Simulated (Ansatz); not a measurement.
BeF$_{2}$, charge -1, doublet, geometry from GFN2-xTB (such geometries of metal compounds can be far from the true shape) (a state made from the parent by changing its charge; the spin is typed, not shown lowest) (a gas-phase anion, which may not be bound at this level). Base run: B3LYP/def2-SV(P) (Ansatz, a quantum-chemistry and plane-wave program).

Ansatz was given this input:
Ansatz 0.2 input:
```yaml
crystal:
  periodic: [false, false, false]
  atoms:
    - {symbol: Be, position_ang: [-0.26584289, 0.31847142, -0.60610142]}
    - {symbol: F, position_ang: [1.28442678, -0.09003241, -0.41288386]}
    - {symbol: F, position_ang: [-1.16627438, -0.05151045, 0.68226227]}
basis:
  gaussian:
    orbitals: def2-SV_P_.json
hamiltonian:
  xc: b3lyp
total_charge: -1
magnetization: {spin_polarized: true, initial_magnetization: 1}
```
The basis file holds def2-SV(P) in the JSON format of the Basis Set Exchange.

Variants of this job, named by their change:

```
change                                                            ΔE vs base (mEh)
----------------------------------------------------------------  ----------------
base                                                                         0.000
forces = on                                                                  0.000
lower_state_search = off                                                     0.000
accuracy = high                                                             -0.001
point_charge = charge:1.0 position_ang:-0.5516, -2.2149, -3.8163            -125.0
nuclear_model = gaussian                                                     0.043
final_grid = 6, 12, 29                                                       0.005
final_grid = 4, 8, 17                                                       -0.078
point_charge = charge:-1.0 position_ang:2.9938, 2.8413, -1.5756              118.1
final_grid = 10, 20, 41                                                      0.000
final_grid = 14, 28, 59                                                      0.000
```

A gas-phase anion may not be bound at this level; its values then depend on the basis.
